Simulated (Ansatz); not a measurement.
Cl2Ge (SMILES [Cl][Ge][Cl]) moved off its minimum; all values from Ansatz (an electronic-structure program), cores frozen in correlated methods.
(charge 0, multiplicity 1)
```xyz
3

Ge     0.04638    -0.05083     0.75917
Cl     0.99917     1.17948    -0.55487
Cl    -1.15470    -1.24474    -0.75493
```

Q: Give the forces (eV/Å), the total energy and the dipole at CCSD(T)/def2-TZVPPD.

A: 
```csv
atom,Fx,Fy,Fz
Ge1,-1.776,-2.160,1.268
Cl2,1.452,1.855,-1.821
Cl3,0.323,0.305,0.552
```
Energy -2995.0056 hartree, dipole 2.23 D.
